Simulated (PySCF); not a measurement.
Gas-phase reaction: 3 Si2H6 + 3 Si2O2 ⇌ 2 (H2SiO)3 + 6 SiH

Energies from PySCF, thermal terms from the rigid-rotor harmonic-oscillator model, ideal gas at 1 bar. † marks an energy on the PBE0/def2-TZVP geometry and frequencies; other levels use their own. MP2 freezes the core. Open shells (unrestricted): SiH (multiplicity 2); the rest are closed-shell singlets. Spin-orbit splitting is ignored; it lowers the true energy and changes the entropy of SiH. Si2O2, (H2SiO)3: computed as isolated molecules; such fragments, hydroxides, amides, oligomers or adducts are transient or little studied in the gas. MP2 isn't extrapolated to the basis-set limit.

```
level               ΔH°(298 K), kJ
------------------  --------------
BLYP/def2-TZVP†                ___
MP2/def2-SVP†                  ___
MP2/def2-TZVPP†                868
PBE/def2-SVP                   968
PBE/def2-TZVP†                 971
PBE0/def2-TZVP                 ___
LDA/def2-TZVP†                 ___
ωB97X-V/def2-TZVP†             890
```

Task: Complete the blanks.

Result: 
- BLYP/def2-TZVP†, ΔH°(298 K), kJ: 883
- MP2/def2-SVP†, ΔH°(298 K), kJ: 791
- PBE0/def2-TZVP, ΔH°(298 K), kJ: 884
- LDA/def2-TZVP†, ΔH°(298 K), kJ: 1089
